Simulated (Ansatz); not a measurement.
```yaml
atoms:
  - { symbol: C, position_ang: [0.0041, -0.0461, -0.8360] }
  - { symbol: C, position_ang: [0.0048, 0.6182, 0.5376] }
  - { symbol: C, position_ang: [-0.0233, -0.6352, 0.5402] }
  - { symbol: H, position_ang: [0.9177, -0.0452, -1.4851] }
  - { symbol: H, position_ang: [-0.9363, 0.0011, -1.5106] }
  - { symbol: H, position_ang: [-0.0119, 1.5460, 1.0202] }
  - { symbol: H, position_ang: [0.0123, -1.5700, 0.9971] }
```

Basis set: STO-3G (spherical functions). Left uncorrelated: 3 orbitals. Charge 0, multiplicity 1.

Computed with Ansatz (development build ahead of 0.2.0); each method stands on the lowest determinant of its kind that the runs found. Restricted open shells among the atoms or ions are ROHF, correlated in semicanonical orbitals with singles.

Q: Give the atomization energy at this shape (free ground-state atoms in the same class of orbitals less the molecule, no zero-point energy) of singlet C₃H₄ by RHF-MP2, RHF.

A:

| method | atomization energy |
| --- | --- |
| RHF-MP2 | 674.78 kcal/mol |
| RHF | 582.87 kcal/mol |

Caution: the shape is not the minimum.

This basis has no polarisation functions and is too small for such energies, which can lie far from measured ones in either direction.
